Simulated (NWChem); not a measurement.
Atomisation of ammonia borane (H6BN)

SMILES: [BH3-][NH3+]
```xyz
8

B      0.9134    -0.0695     0.0000
N     -0.7176     0.0546     0.0000
H      1.3277     1.0826     0.0000
H      1.1934    -0.6826    -1.0221
H      1.1934    -0.6826     1.0221
H     -1.0502     0.5569     0.8238
H     -1.1584    -0.8659     0.0000
H     -1.0502     0.5569    -0.8238
```
Charge 0, spin multiplicity 1.

The numbers come from NWChem runs, not from measurements. All single points use one geometry, from PBE0/def2-SVP, a minimum by its harmonic frequencies.

Basis set: def2-TZVP. The atomisation energy is electronic alone: no zero-point, thermal, spin-orbit or counterpoise terms. No value is extrapolated to the basis-set limit. Free atoms are single determinants with multiplicities B 2, N 4, H 2. Correlated methods freeze the same cores in atoms and molecule, 2 orbitals in all.

Relative cost: rough, from shared machines, SCF included, HF = 1. Costs are the molecule's.

B3LYP has NWChem's definition, with VWN1-RPA local correlation. GW and range-separated runs recompute their integrals, the others keep them in memory, which bears on the times. No SCF solution was tested for a lower state. Open-shell Hartree-Fock references start from PBE0 orbitals; any time given for them includes that run. No row is a measurement; the coupled-cluster row has its own basis-set and correlation limits.

```json
[
 {"method": "HF", "atomisation energy (kcal/mol)": "___", "relative cost": "1"},
 {"method": "LDA (SVWN5)", "atomisation energy (kcal/mol)": "686.0", "relative cost": "under 3"},
 {"method": "PBE0", "atomisation energy (kcal/mol)": "606.7", "relative cost": "under 3"},
 {"method": "PBE", "atomisation energy (kcal/mol)": "___", "relative cost": "under 3"},
 {"method": "B3LYP", "atomisation energy (kcal/mol)": "612.4", "relative cost": "under 3"},
 {"method": "BHandHLYP", "atomisation energy (kcal/mol)": "599.8", "relative cost": "under 3"},
 {"method": "MP2", "atomisation energy (kcal/mol)": "___", "relative cost": "under 3"},
 {"method": "TPSS", "atomisation energy (kcal/mol)": "618.7", "relative cost": "under 3"},
 {"method": "CAM-B3LYP", "atomisation energy (kcal/mol)": "___", "relative cost": "20"},
 {"method": "CCSD(T)", "atomisation energy (kcal/mol)": "586.4", "relative cost": "20"}
]
```

### Question
Some entries are withheld; supply them.

### Answer

- HF, atomisation energy (kcal/mol): 450.2
- PBE, atomisation energy (kcal/mol): 613.4
- MP2, atomisation energy (kcal/mol): 583.7
- CAM-B3LYP, atomisation energy (kcal/mol): 615.5
